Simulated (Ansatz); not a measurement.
Consider the ligand exchange at a Zr–S bond: `[OH][Zr]([OH])([OH])[SH]` + H–F → `[OH][Zr]([OH])([OH])[F]` + H₂S.

Isolated molecules relaxed with PBE0-D4/def2-TZVP in Ansatz; ΔE leaves out vibrations. CCSD(T)/CBS adds triple-zeta CCSD(T) − MP2 to the extrapolated MP2 energy (def2 sets, frozen cores). This one scheme is used for every species. Functionals use def2-TZVPP. B3LYP here is the variant with VWN-RPA as its local correlation; programs differ in this. HSE06 is defined as in plane-wave codes. Elements past krypton have def2 core potentials. For Zr outer-core shells are correlated without core-valence functions, which leaves a few kJ/mol of doubt a bond. Each species was taken in one conformer, which may not be the lowest.

```tsv
level	ΔE (kcal/mol)	difference from CCSD(T)/CBS
PBE-D4	-19.4	-0.8
revPBE-D4	-19.4	-0.8
B97M-V	-21.1	-2.5
PBE0-D4	-18.6	0.0
B3LYP-D4	-20.9	-2.3
r2SCANh-D4	-20.1	-1.5
r2SCAN0-D4	-19.5	-0.9
HSE06-D4	-18.4	0.2
CAM-B3LYP-D4	-22.9	-4.3
ωB97X-V	-22.2	-3.6
ωB97M-V	-21.1	-2.5
B2PLYP	-21.1	-2.5
PBE-QIDH	-18.5	0.1
PBE	-20.4	-1.8
revPBE	-20.8	-2.2
BLYP	-23.5	-4.9
PBE0	-19.6	-1.0
B3LYP	-22.6	-4.0
r2SCANh	-20.4	-1.8
r2SCAN0	-19.9	-1.3
HSE06	-19.4	-0.8
BHLYP	-22.4	-3.8
CAM-B3LYP	-24.0	-5.4
LC-ωPBE	-23.3	-4.7
RPA@PBE/def2-TZVPP	-19.3	-0.7
HF/def2-SVP	-25.2	-6.6
MP2/def2-SVP	-23.6	-5.0
CCSD/def2-SVP	-25.1	-6.5
CCSD(T)/def2-SVP	-24.4	-5.8
HF/def2-TZVPP	-22.9	-4.3
MP2/def2-TZVPP	-17.4	1.2
SCS-MP2/def2-TZVPP	-19.5	-0.9
CCSD/def2-TZVPP	-19.8	-1.2
CCSD(T)/def2-TZVPP	-18.7	-0.1
HF/def2-QZVPP	-23.2	-4.6
MP2/def2-QZVPP	-17.4	1.2
SCS-MP2/def2-QZVPP	-19.4	-0.8
HF/CBS(def2)	-23.3	-4.7
MP2/CBS(def2)	-17.3	1.3
CCSD/CBS(def2)	-19.6	-1.0
CCSD(T)/CBS	-18.6	0
```

Largest T1 diagnostic among the species: 0.017.

At CCSD(T), def2-SVP lies −5.8 kcal/mol from the extrapolated value and def2-TZVPP −0.1 kcal/mol. Leaving LDA and LC-ωPBE aside and taking each functional with its dispersion term where it has one, the values spread over 4.5 kcal/mol, from CAM-B3LYP-D4 to HSE06-D4. LDA lies +1.1 kcal/mol from PBE without D4. In def2-TZVPP, CCSD(T) changes the Hartree–Fock value by +4.1 kcal/mol (the triples alone add +1.0 kcal/mol) and MP2 by +5.4 kcal/mol.
